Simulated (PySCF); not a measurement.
**Steps of a relaxation of [Bi2]+**

[Bi2]+ (doublet). PySCF 2.14.0, UKS B3LYP, Bi def2-SVP with ECP60; non-relativistic Hamiltonian with scalar-relativistic core potentials where named; density fitting; no spin-orbit coupling. Origin of the start: template. Columns: position (Å) and force (eV/Å). Energies are counted from the last step; some of the 5 steps are shown. Forces carry noise of the integration grid, about 0.01 to 0.03 eV/Å.

Run from Python with OMP_NUM_THREADS=2. Where DIIS fails, smearing, a level shift and second-order steps follow.
It took 8 s on 2 threads of Intel(R) Xeon(R) Platinum 8259CL CPU @ 2.50GHz (Skylake/Cascade Lake), on a shared host, from the converged density of the start.

```xyz
2
step 0  E = 0.247 eV
Bi    0.0000    0.0000    1.5000     0.00    0.00   -1.86
Bi    0.0000    0.0000   -1.5000     0.00    0.00    1.86
```

```xyz
2
step 1  E = 0.026 eV
Bi    0.0000    0.0000    1.4176     0.00    0.00   -0.72
Bi    0.0000    0.0000   -1.4176     0.00    0.00    0.72
```

```xyz
2
step 3  E = 0.000 eV
Bi    0.0000    0.0000    1.3858     0.00    0.00   -0.06
Bi    0.0000    0.0000   -1.3858     0.00    0.00    0.06
```

Where does the relaxation end?

It converges at step 4 in D∞h:
```xyz
2
step 4  E = 0
Bi    0.0000    0.0000    1.3836
Bi    0.0000    0.0000   -1.3836
```

Open shells may have lower solutions than the one found.
